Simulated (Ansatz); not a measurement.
Computed with Ansatz on PBE0-D4/def2-TZVP structures; ΔE is electronic, products minus reactants. CBS: MP2 limit from def2 TZ/QZ plus the TZ coupled-cluster correction, frozen cores. This one scheme is used for every species. DFT in def2-TZVPP. B3LYP here is the variant with VWN-RPA as its local correlation; programs differ in this. Elements past krypton have def2 core potentials. For Sn outer-core shells are correlated without core-valence functions, which leaves a few kJ/mol of doubt a bond. Each species was taken in one conformer, which may not be the lowest.

`F[SiH2][CH](F)[SnH3]` → `F[CH2][SnH3]` + `F[SiH]`  (silylene formation by 1,1-elimination)

```tsv
level	ΔE (eV)	difference from CCSD(T)/CBS
PBE-D4	2.00	-0.05
PBE0-D4	2.11	0.06
B3LYP-D4	1.96	-0.09
r2SCAN	2.19	0.14
PBE0	2.02	-0.03
B3LYP	1.79	-0.26
MP2/def2-TZVPP	2.15	0.10
SCS-MP2/def2-TZVPP	2.03	-0.02
CCSD/def2-TZVPP	1.94	-0.11
CCSD(T)/def2-TZVPP	1.97	-0.08
HF/def2-QZVPP	1.85	-0.20
MP2/def2-QZVPP	2.19	0.14
SCS-MP2/def2-QZVPP	2.07	0.02
HF/CBS(def2)	1.85	-0.20
MP2/CBS(def2)	2.22	0.17
CCSD/CBS(def2)	2.01	-0.04
CCSD(T)/CBS	2.05	0
```

Largest T1 diagnostic among the species: 0.015.

The D4 term adds +0.17 eV with B3LYP and +0.09 eV with PBE0; it sums over pairs of atoms, weighted by their polarisabilities, and B3LYP, whose exchange is more repulsive, gets the larger term. In def2-TZVPP, CCSD(T) changes the Hartree–Fock value by +0.12 eV (the triples alone add +0.04 eV) and MP2 by +0.29 eV.
